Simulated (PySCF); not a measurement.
Structure problem from calculated spectra and properties.

Formula: C8H12F2O.

* Dipole: 1.56 D [PBE0/pcSseg-1]
* 13C NMR: chemical shifts (computed TMS as zero) by class: 153.1 (1 C), 149.6 (1 C), 94.7 (1 C), 59.9 (1 C), 35.8 (1 C), 34.0 (1 C), 30.3 (1 C), 28.5 (1 C) ppm [GIAO PBE0/pcSseg-1]
* 1H NMR: chemical shifts (computed TMS as zero) by class: 5.38 (1 H), 4.04 (3 H), 2.90 (1 H), 2.18 (1 H), 2.15 (1 H), 1.97 (1 H), 1.74 (1 H), 1.71 (1 H), 1.56 (1 H), 1.39 (1 H) ppm [GIAO PBE0/pcSseg-1]
* NMR, other nuclei: isotropic shieldings of nuclei other than C and H, by class: 223 (1 O), 331 (1 F), 386 (1 F) ppm [GIAO PBE0/pcSseg-1]
* Rotational structure: rotational constants A, B, C: 1.623, 0.906, 0.699 GHz [GFN2-xTB]

The electronic properties come from PySCF, for the isolated species, density fitting. Levels stand in brackets. The structure is a single GFN2-xTB conformer in the gas phase; no vibrational or solvent corrections. Each NMR value is the plain mean over a class of atoms that symmetry, rotation or inversion makes alike.

Question: Give a SMILES that accounts for the data.

Answer: Numbering: `[CH3:1][O:2][C:3]1=[C:4]([F:5])[C@H:6]([F:7])[CH2:8][CH2:9][CH2:10][CH2:11]1`. Its formula, C8H12F2O, gives 2 degrees of unsaturation: 1 ring and 1 π bond in the structure found. 8 carbons fall into 8 classes; from least to most shielded: vinylic carbon bearing oxygen [C3] (153.1 ppm), vinylic C–F carbon [C4] (149.6 ppm), sp3 C–F carbon [C6] (94.7 ppm), methoxy carbon [C1] (59.9 ppm), ring CH2 carbon [C8] (35.8 ppm), allylic carbon [C11] (34.0 ppm), ring CH2 carbon [C10] (30.3 ppm), ring CH2 carbon [C9] (28.5 ppm). Hydrogen classes from least to most shielded: 1 H on an sp3 C–F carbon, C6 (5.38 ppm), 3 H on a methoxy carbon, C1 (4.04 ppm), 1 H on an allylic carbon, C11 (2.90 ppm), 1 H on a ring CH2 carbon, C9 (2.18 ppm), 1 H on a ring CH2 carbon, C8 (2.15 ppm), 1 H on an allylic carbon, C11 (1.97 ppm), 1 H on a ring CH2 carbon, C10 (1.74 ppm), 1 H on a ring CH2 carbon, C9 (1.71 ppm), 1 H on a ring CH2 carbon, C8 (1.56 ppm), 1 H on a ring CH2 carbon, C10 (1.39 ppm). The other shieldings belong to: 223 ppm, ether oxygen [O2]; 331 ppm, vinyl fluorine [F5]; 386 ppm, alkyl fluorine [F7]. The optimised geometry has point group C1 and is an asymmetric top. Structure: `[C@@H]1(C(=C(CCCC1)OC)F)F`. Computed isomers that give other values at the same levels: `CC[C@@H]1C[C@H](C(F)F)[C@@H]2O[C@H]12` (13C chemical shifts (computed TMS as zero) by class: 125.6 (1 C), 59.1 (1 C), 53.7 (1 C), 49.2 (1 C), 45.5 (1 C), 29.5 (1 C), 29.0 (1 C), 15.2 (1 C) ppm); `C/C(C(=O)F)=C(/F)C(C)(C)C` (13C chemical shifts (computed TMS as zero) by class: 191.9 (1 C), 167.6 (1 C), 108.1 (1 C), 39.8 (1 C), 28.8 (3 C), 15.0 (1 C) ppm); `CO[C@@H]1[C@@H]2C[C@@H](F)C[C@@]1(F)C2` (13C chemical shifts (computed TMS as zero) by class: 96.7 (1 C), 91.4 (1 C), 84.0 (1 C), 58.5 (1 C), 39.7 (1 C), 33.8 (1 C), 29.7 (1 C), 29.3 (1 C) ppm). The assignments are read from this structure; whether some other isomer fits the data as well wasn't checked. The mirror image fits equally.
